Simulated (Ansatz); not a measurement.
```xyz
10

C     0.0000    0.6262   -1.2346
C     0.0000   -0.6262   -1.2346
C     0.0000    1.4625   -0.1339
C     0.0000   -1.4625   -0.1339
C     0.0000    0.7026    1.0546
C     0.0000   -0.7026    1.0546
H     0.0000    2.5544   -0.1303
H     0.0000   -2.5544   -0.1303
H     0.0000    1.2297    2.0135
H     0.0000   -1.2297    2.0135
```

Basis set: def2-TZVP (spherical functions). Frozen core: 6 orbitals. Charge 0, multiplicity 1.

Computed with Ansatz (development build ahead of 0.2.0); each method stands on the lowest determinant of its kind that the runs found. Restricted open shells among the atoms or ions are ROHF, correlated in semicanonical orbitals with singles.

Problem. Give the atomization energy at this shape (free ground-state atoms in the same class of orbitals less the molecule, no zero-point energy) of singlet C₆H₄ by RHF-MP2, RHF.

Solution.

```csv
method,atomization energy
RHF-MP2,1163.68 kcal/mol
RHF,842.04 kcal/mol
```

Caution: in another basis set an unrestricted determinant lies well below.
